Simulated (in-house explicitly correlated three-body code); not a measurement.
Computed with an exponentially correlated three-body code. Model: two electrons around a point charge, non-relativistic, variational in 260 exponentially correlated functions (energies converged to about 1e-7 hartree, or 1e-8 relative for large Z).

For two electrons in a singlet the Kohn-Sham orbital is the square root of half the density, so the exact Kohn-Sham potential and energy parts follow from the density alone, and exchange is minus half the Hartree energy. The Kohn-Sham level equals minus the binding energy of the second electron.

Command:
```bash
python run_hyl.py task.json out
```
Settings (lengths in bohr, energies in hartree):
```
Z                      1.32
interaction_strength   1
functions              260
states_tried           13
```

Run time, properties included: 31 s on 1 thread of Intel(R) Xeon(R) Platinum 8488C (Sapphire Rapids) (shared host).

**Converged states only, values per electron or pair.**

Given: nuclear charge 1.32.

```tsv
term	mean r (bohr)	mean r squared (bohr²)	mean inverse r (1/bohr)	mean r12 (bohr)	mean inverse r12 (1/bohr)	mean cosine	mean p1 dot p2 (bohr⁻²)	delta r1 (bohr⁻³)	delta r12 (bohr⁻³)
1 1S	1.6323	3.8374	1.0083	2.5649	0.52238	-0.091922	0.07309	0.43778	0.015101
2 3S	5.5173	59.7	0.7253	9.997	0.12316	-0.013937	0.0014658	0.36942	-
2 1S	7.0292	98.953	0.71139	12.993	0.097909	-0.0092325	0.002011	0.36849	0.00045057
2 3P	8.0178	135.27	0.70214	14.962	0.084763	-0.0093517	-0.0021959	0.36543	-
2 1P	?	?	?	?	?	?	?	?	?
3 3S	14.676	456.49	0.68426	28.248	0.04697	-0.002985	0.00030769	0.36675	-
3 1S	?	?	?	?	?	?	?	?	?
3 3P	19.54	832.52	0.67847	37.969	0.037105	-0.0027886	-0.00073364	0.36586	-
3 1P	20.074	877.25	0.67776	39.034	0.035494	-0.0017457	0.0004981	0.36603	2.3996e-06
4 3S	28.522	1764.6	0.67257	55.925	0.024575	-0.0010774	0.00010992	0.3663	-
4 3P	35.756	2813	0.6703	70.389	0.02067	-0.0011731	-0.00031945	0.36596	-
4 1P	36.473	2924.9	0.66999	71.822	0.019967	-0.00072842	0.00021867	0.36604	1.0682e-06
```

Q: What belongs in the row 2 1P?

A: mean r (bohr): 8.3587; mean r squared (bohr²): 146.5; mean inverse r (1/bohr): 0.70001; mean r12 (bohr): 15.637; mean inverse r12 (1/bohr): 0.079956; mean cosine: -0.0060898; mean p1 dot p2 (bohr⁻²): 0.0014691; delta r1 (bohr⁻³): 0.36599; delta r12 (bohr⁻³): 6.9429e-06.

Q: What belongs in the row 3 1S?

A: mean r (bohr): 17.159; mean r squared (bohr²): 627.48; mean inverse r (1/bohr): 0.68087; mean r12 (bohr): 33.208; mean inverse r12 (1/bohr): 0.040567; mean cosine: -0.0023159; mean p1 dot p2 (bohr⁻²): 0.00048597; delta r1 (bohr⁻³): 0.36665; delta r12 (bohr⁻³): 0.00010965.

**Electric-dipole lines between converged S and P states, rate of the upper state's decay.**

```csv
s state,p state,p minus s (eV),oscillator strength from s,rate (1/s)
1 1S,2 1P,5.0556,0.057909,2.1408e+07
1 1S,3 1P,5.2499,0.017849,7.1154e+06
1 1S,4 1P,?,?,?
2 1S,2 1P,0.1644,0.75189,293930
2 1S,3 1P,0.35877,0.0073278,13643
2 1S,4 1P,0.42665,0.0054062,14234
3 1S,2 1P,-0.15182,-0.32595,326020
3 1S,3 1P,0.042552,1.204,31531
3 1S,4 1P,0.11043,0.00086928,153.33
2 3S,2 3P,0.30966,0.86866,1.2048e+06
2 3S,3 3P,?,?,?
2 3S,4 3P,0.58111,0.0018599,9084.5
3 3S,2 3P,-0.12804,-0.4478,318580
3 3S,3 3P,0.073462,1.3537,105670
3 3S,4 3P,0.1434,0.041041,12208
4 3S,2 3P,-0.24329,-0.030877,79300
4 3S,3 3P,-0.041779,-0.88086,66716
4 3S,4 3P,0.028163,1.7937,20578
```

Q: What belongs in the row 1 1S 4 1P?

A: p minus s (eV): 5.3178; oscillator strength from s: 0.0075982; rate (1/s): 3.1079e+06.

Q: What belongs in the row 2 3S 3 3P?

A: p minus s (eV): 0.51117; oscillator strength from s: 0.013641; rate (1/s): 51554.

**Exact Kohn-Sham parts of the ground state from its density.**

Computed: total energy -1.06982962 hartree; Kohn-Sham kinetic 1.0378 hartree; exchange energy -0.59502 hartree; DFT correlation energy -0.040576 hartree; kinetic part of the DFT correlation energy 0.03206 hartree; exact minus restricted Hartree-Fock -0.04022 hartree; Kohn-Sham level -5.405 eV; restricted Hartree-Fock level -5.8623 eV; dipole polarisability 15.421 bohr³; C6 of two such species 49.82 hartree·bohr⁶.

Q: What is the Hartree energy?

A: 1.19 hartree.

Q: What is the potential part of the DFT correlation energy?

A: -0.072636 hartree.

**Density and exact potentials over r, pair density (one pair, times 4 pi r12^2) and exact minus Kohn-Sham pair density over r12.**

```
radius (bohr)  radial density (electrons/bohr)  exchange potential (hartree)  intracule density (1/bohr)  Coulomb hole against Kohn-Sham (1/bohr)  correlation potential (hartree)
         0.16                          0.18553                      -0.98924                    0.005514                                -0.007374                           -0.057
        0.189                                ?                             ?                           ?                                        ?                                ?
        0.224                          0.30861                      -0.97373                    0.011176                                 -0.01355                           -0.048
        0.264                          0.38723                      -0.96254                    0.015782                                 -0.01801                           -0.043
        0.312                           0.4792                      -0.94792                    0.022388                                 -0.02374                           -0.036
        0.369                          0.58137                      -0.92928                    0.031722                                 -0.03084                           -0.027
        0.435                           0.6865                      -0.90645                    0.044437                                 -0.03906                           -0.018
        0.514                          0.79087                      -0.87807                    0.062082                                 -0.04829                           -0.007
        0.608                          0.88384                      -0.84367                    0.085948                                 -0.05767                            0.004
        0.718                          0.95271                      -0.80355                     0.11676                                 -0.06558                            0.015
        0.848                          0.98763                      -0.75743                     0.15532                                 -0.06998                            0.025
            1                           0.9806                      -0.70632                     0.20043                                 -0.06842                            0.033
         1.18                          0.92871                      -0.65053                     0.24974                                 -0.05877                            0.038
          1.4                          0.83154                      -0.58961                     0.29873                                 -0.03962                            0.038
         1.65                          0.70635                      -0.52958                     0.33498                                 -0.01461                            0.034
         1.95                          0.56182                      -0.46891                     0.35044                                  0.01193                            0.028
          2.3                          0.41792                      -0.41106                     0.33626                                  0.03195                             0.02
         2.72                          0.28542                      -0.35594                     0.29023                                  0.04001                            0.013
         3.21                          0.17852                      -0.30622                     0.22174                                  0.03504                            0.007
          3.8                         0.098998                      -0.26104                      0.1452                                  0.02206                            0.003
         4.48                                ?                             ?                           ?                                        ?                                ?
          5.3                         0.020418                      -0.18845                    0.036715                                  0.00142                                0
         6.26                        0.0071392                      -0.15969                    0.013372                                -0.001125                                0
```

Q: What belongs in the row 0.189?

A: radial density (electrons/bohr): 0.24027; exchange potential (hartree): -0.98262; intracule density (1/bohr): 0.0078205; Coulomb hole against Kohn-Sham (1/bohr): -0.01; correlation potential (hartree): -0.053.

Q: What belongs in the row 4.48?

A: radial density (electrons/bohr): 0.048968; exchange potential (hartree): -0.22246; intracule density (1/bohr): 0.081125; Coulomb hole against Kohn-Sham (1/bohr): 0.009328; correlation potential (hartree): 0.001.

The correlation energy of density-functional theory lies 0.36 millihartree below exact minus Hartree-Fock, because the Hartree-Fock density, unlike the exact one, minimises the Hartree-Fock energy.
